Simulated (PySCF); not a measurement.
C5H4F2, SMILES FC1(F)C=CC=C1.

Geometry: PBE0-D3(BJ)/def2-SVP. Other conformers were not sampled.

All values below come from PBE0-D3(BJ)/def2-SVP (PySCF 2.14.0).

Harmonic, unscaled wavenumbers; measured fundamentals usually lie a few per cent lower.

Task: List the normal modes with their intensities. (The exact figures need the calculation; the answer reports its results.)

Result: 
```json
[
 {"mode": "1", "ν (cm⁻¹)": "166", "IR (km/mol)": "0.0", "moving atoms (share of kinetic energy)": "C 46 %, F 42 %, H 12 %"},
 {"mode": "2", "ν (cm⁻¹)": "258", "IR (km/mol)": "0.0", "moving atoms (share of kinetic energy)": "F 51 %, C 27 %, H 22 %"},
 {"mode": "3", "ν (cm⁻¹)": "439", "IR (km/mol)": "10.7", "moving atoms (share of kinetic energy)": "F 68 %, C 29 %"},
 {"mode": "4", "ν (cm⁻¹)": "468", "IR (km/mol)": "3.5", "moving atoms (share of kinetic energy)": "C 53 %, F 31 %, H 16 %"},
 {"mode": "5", "ν (cm⁻¹)": "554", "IR (km/mol)": "17.2", "moving atoms (share of kinetic energy)": "H 40 %, C 33 %, F 27 %"},
 {"mode": "6", "ν (cm⁻¹)": "568", "IR (km/mol)": "0.0", "moving atoms (share of kinetic energy)": "C 65 %, H 30 %"},
 {"mode": "7", "ν (cm⁻¹)": "690", "IR (km/mol)": "1.7", "moving atoms (share of kinetic energy)": "F 68 %, C 28 %"},
 {"mode": "8", "ν (cm⁻¹)": "739", "IR (km/mol)": "0.0", "moving atoms (share of kinetic energy)": "H 67 %, C 31 %"},
 {"mode": "9", "ν (cm⁻¹)": "772", "IR (km/mol)": "1.0", "moving atoms (share of kinetic energy)": "C 90 %, H 10 %"},
 {"mode": "10", "ν (cm⁻¹)": "773", "IR (km/mol)": "49.9", "moving atoms (share of kinetic energy)": "H 61 %, C 25 %, F 15 %"},
 {"mode": "11", "ν (cm⁻¹)": "869", "IR (km/mol)": "1.4", "moving atoms (share of kinetic energy)": "C 67 %, H 29 %"},
 {"mode": "12", "ν (cm⁻¹)": "978", "IR (km/mol)": "1.0", "moving atoms (share of kinetic energy)": "H 75 %, C 25 %"},
 {"mode": "13", "ν (cm⁻¹)": "981", "IR (km/mol)": "0.0", "moving atoms (share of kinetic energy)": "H 68 %, C 32 %"},
 {"mode": "14", "ν (cm⁻¹)": "989", "IR (km/mol)": "1.2", "moving atoms (share of kinetic energy)": "C 66 %, H 30 %"},
 {"mode": "15", "ν (cm⁻¹)": "1064", "IR (km/mol)": "8.4", "moving atoms (share of kinetic energy)": "H 90 %"},
 {"mode": "16", "ν (cm⁻¹)": "1087", "IR (km/mol)": "10.1", "moving atoms (share of kinetic energy)": "H 86 %, C 14 %"},
 {"mode": "17", "ν (cm⁻¹)": "1173", "IR (km/mol)": "249.6", "moving atoms (share of kinetic energy)": "C 75 %, F 23 %"},
 {"mode": "18", "ν (cm⁻¹)": "1212", "IR (km/mol)": "19.3", "moving atoms (share of kinetic energy)": "C 57 %, H 42 %"},
 {"mode": "19", "ν (cm⁻¹)": "1270", "IR (km/mol)": "114.3", "moving atoms (share of kinetic energy)": "C 73 %, H 15 %, F 13 %"},
 {"mode": "20", "ν (cm⁻¹)": "1328", "IR (km/mol)": "5.4", "moving atoms (share of kinetic energy)": "C 61 %, H 39 %"},
 {"mode": "21", "ν (cm⁻¹)": "1395", "IR (km/mol)": "121.1", "moving atoms (share of kinetic energy)": "C 60 %, H 38 %"},
 {"mode": "22", "ν (cm⁻¹)": "1668", "IR (km/mol)": "9.6", "moving atoms (share of kinetic energy)": "C 95 %"},
 {"mode": "23", "ν (cm⁻¹)": "1713", "IR (km/mol)": "0.1", "moving atoms (share of kinetic energy)": "C 91 %, H 9 %"},
 {"mode": "24", "ν (cm⁻¹)": "3238", "IR (km/mol)": "6.4", "moving atoms (share of kinetic energy)": "H 92 %, C 8 %"},
 {"mode": "25", "ν (cm⁻¹)": "3248", "IR (km/mol)": "1.9", "moving atoms (share of kinetic energy)": "H 92 %, C 8 %"},
 {"mode": "26", "ν (cm⁻¹)": "3273", "IR (km/mol)": "0.3", "moving atoms (share of kinetic energy)": "H 90 %, C 10 %"},
 {"mode": "27", "ν (cm⁻¹)": "3275", "IR (km/mol)": "0.1", "moving atoms (share of kinetic energy)": "H 90 %, C 10 %"}
]
```
